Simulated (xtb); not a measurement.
HN, singlet, geometry from GFN2-xTB; GFN-FF (xtb).

xtb was given this input:
```
$ xtb mol.xyz --gfnff --json

# file mol.xyz
2

N     -0.00000000    -0.00000000    -0.12795744
H      0.00000000     0.00000000     0.89570205
```

Write the output that xtb gives for this input, abridged.


```
   ID    Z sym.   atoms
    1    7 N      1
    2    1 H      2

           -------------------------------------------------
          |                Calculation Setup                |
           -------------------------------------------------

          ==================== Thresholds ====================
          CN  :   150.00000
          rep :   500.00000
          disp:  2500.00000
          HB1 :   250.00000
          HB2 :   450.00000

          Pauling EN used:
          Z : 1  EN :  2.20
          Z : 7  EN :  3.04
          electric field strengths (au): 0.000

           -------------------------------------------------
          |           Force Field Initialization            |
           -------------------------------------------------

          distances ...
          ----------------------------------------
          generating topology and atomic info file ...
          pair mat ...
          computing topology distances matrix with Floyd-Warshall algo ...
          making topology EEQ charges ...
          #fragments for EEQ constrain: 1
          ----------------------------------------
          generating topology and atomic info file ...
          pair mat ...
          computing topology distances matrix with Floyd-Warshall algo ...
          making topology EEQ charges ...
          #fragments for EEQ constrain: 1
          rings ...
          # BATM   0
          # H in HB   1
          doing iterative Hueckel for 1 subsystem(s) ...

  atom   neighbors  erfCN metchar sp-hybrid imet pi  qest     coordinates
    1  N       1    0.98   0.00         1    0    0  -0.271   -0.000000   -0.000000   -0.241805
    2  H       1    0.98   0.00         0    0    0   0.271    0.000000    0.000000    1.692632

          #atoms :   2
          #bonds :   1
          #angl  :   0
          #tors  :   0
          #nmol  :   1
          #optfrag :   1
           -------------------------------------------------
          |                   G F N - F F                   |
          |          A general generic force-field          |
          |                  Version 1.0.3                  |
           -------------------------------------------------
          Number of HB bonds (bound hydrogen)     0
          Number of HB bonds (unbound hydrogen)   0
          Number of XB bonds                      0

         :::::::::::::::::::::::::::::::::::::::::::::::::::::
         ::                     SUMMARY                     ::
         :::::::::::::::::::::::::::::::::::::::::::::::::::::
         :: total energy              -0.247412504319 Eh    ::
         :: gradient norm              0.067244950798 Eh/a0 ::
         ::.................................................::
         :: bond energy               -0.224154412609 Eh    ::
         :: angle energy               0.000000000000 Eh    ::
         :: torsion energy             0.000000000000 Eh    ::
         :: repulsion energy           0.007227174451 Eh    ::
         :: electrostat energy        -0.030410322145 Eh    ::
         :: dispersion energy         -0.000074944015 Eh    ::
         :: HB energy                  0.000000000000 Eh    ::
         :: XB energy                  0.000000000000 Eh    ::
         :: bonded atm energy          0.000000000000 Eh    ::
         :: external energy            0.000000000000 Eh    ::
         :: add. restraining           0.000000000000 Eh    ::
         :: total charge               0.000000000000 e     ::
         :::::::::::::::::::::::::::::::::::::::::::::::::::::

           -------------------------------------------------
          |                Property Printout                |
           -------------------------------------------------

molecular dipole:
                 x           y           z       tot (Debye)
 q only:        0.000       0.000       0.655       1.665

           -------------------------------------------------
          | TOTAL ENERGY               -0.247412504319 Eh   |
          | GRADIENT NORM               0.067244950798 Eh/α |
           -------------------------------------------------
########################################################################
[WARNING] Runtime exception occurred
-1- gfnff_setup: Could not read topology file.
########################################################################

normal termination of xtb
```
